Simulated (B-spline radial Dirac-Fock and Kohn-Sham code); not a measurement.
Method: Dirac-Fock orbitals of the configuration average with a finite nucleus. Computed with a radial B-spline solver.

Question: This computed X-ray form factor belongs to an atom or ion in its tabulated ground configuration. Which?

| sin θ/λ (Å⁻¹) | f₀ |
| --- | --- |
| 0.1 | 13.953 |
| 0.35 | 13.441 |
| 0.5 | 12.905 |
| 1.4 | 8.616 |
| 1.6 | 7.841 |
| 1.8 | 7.181 |
| 3.5 | 3.751 |
| 5 | 2.071 |
| 6 | 1.555 |

Answer: Pd³²⁺, with 14 electrons in [Ne] 3s2 3p2. f₀ tends to the number of electrons as s goes to zero, which the first rows give only roughly, and the rate of fall reflects the nuclear charge, 46.

Question: This computed X-ray form factor belongs to an atom or ion in its tabulated ground configuration. Which?

```
sin θ/λ (Å⁻¹)      f₀
         0.08  37.539
         0.15  36.431
         0.18  35.783
         0.22  34.787
         0.77  19.808
         0.95  16.989
         1.17  14.256
         3.26   4.524
         4.01   3.577
```

Answer: Sn¹²⁺, with 38 electrons in [Kr] 4d2. f₀ tends to the number of electrons as s goes to zero, which the first rows give only roughly, and the rate of fall reflects the nuclear charge, 50.
